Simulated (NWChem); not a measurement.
Species: SrHSCl; SMILES [SH][Sr][Cl]

```xyz
4

Sr    -0.4742    -0.0375     0.0001
Cl     0.5433    -2.4375    -0.0001
S      0.5900     2.4884     0.0001
H     -0.6578     3.0481    -0.0040
```
Atoms are numbered in this order, from 1.

Results from NWChem. Structure relaxed at the PBE-D3(BJ)/def2-SVP level. def2 effective core potentials on Sr; no spin-orbit coupling. Ions are spin-unrestricted doublets at the neutral geometry; other ion states weren't tried. Functional: LC-ωPBE (HJS hole) with def2-SVP; the question gives the range parameter ω in 1/bohr.

### Question
Predict the results for range parameter (1/bohr) 0.15. Quantities: vertical ionisation energy, ΔSCF (eV); −ε(HOMO) (eV).

### Answer
The vertical ionisation energy, ΔSCF (eV) is 8.86. The −ε(HOMO) (eV) comes out as 7.28.
